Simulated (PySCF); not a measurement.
# Energy of Ag²⁺ (silver, charge +2) between two integer charges

The 4d beta orbital of [Kr] 4d9 is emptied in steps (occupation f), with all orbitals relaxed, ending at [Kr] 4d8. All numbers are calculated (PySCF 2.14, a scalar-relativistic core potential, in def2-SVP with the def2 core potential (28 electrons) (5s3p2d1f, 31 functions)). The exact energy is a straight line in f; departures are measured from the line between the end points of the same method.

```json
{"f": "1", "BHandHLYP (eV)": "0.000", "wB97X (eV)": "0.000", "BLYP (eV)": "0.000"}
{"f": "0.9", "BHandHLYP (eV)": "-0.268", "wB97X (eV)": "-0.237", "BLYP (eV)": "-0.654"}
{"f": "0.7", "BHandHLYP (eV)": "-0.634", "wB97X (eV)": "-0.559", "BLYP (eV)": "-1.535"}
{"f": "0.5", "BHandHLYP (eV)": "-0.764", "wB97X (eV)": "-0.671", "BLYP (eV)": "-1.840"}
{"f": "0.3", "BHandHLYP (eV)": "-0.650", "wB97X (eV)": "-0.567", "BLYP (eV)": "-1.554"}
{"f": "0.1", "BHandHLYP (eV)": "-0.282", "wB97X (eV)": "-0.244", "BLYP (eV)": "-0.670"}
{"f": "0", "BHandHLYP (eV)": "0.000", "wB97X (eV)": "0.000", "BLYP (eV)": "0.000"}
```

| method | E(f=0) − E(f=1) (eV) | −ε at f=1 (eV) | −ε at f=0.5 (eV) |
| --- | --- | --- | --- |
| BHandHLYP | 35.104 | 32.146 | 35.056 |
| wB97X | 35.263 | 32.651 | 35.238 |
| BLYP | 35.355 | 28.117 | 35.299 |

Orbital energy along the path (eV):

| f | BHandHLYP | wB97X | BLYP |
| --- | --- | --- | --- |
| 1 | -32.146 | -32.651 | -28.117 |
| 0.9 | -32.703 | -33.143 | -29.522 |
| 0.7 | -33.856 | -34.171 | -32.380 |
| 0.5 | -35.056 | -35.238 | -35.299 |
| 0.3 | -36.302 | -36.326 | -38.271 |
| 0.1 | -37.595 | -37.429 | -41.290 |
| 0 | -38.263 | -37.982 | -42.814 |

Reference removal energy between the ground levels: 34.8 ± 0.3 eV (semi-empirical (NIST evaluation); NIST Atomic Spectra Database, ionization energies). The calculation has no spin-orbit coupling. The determinant left behind need not be the lowest term of the ion.
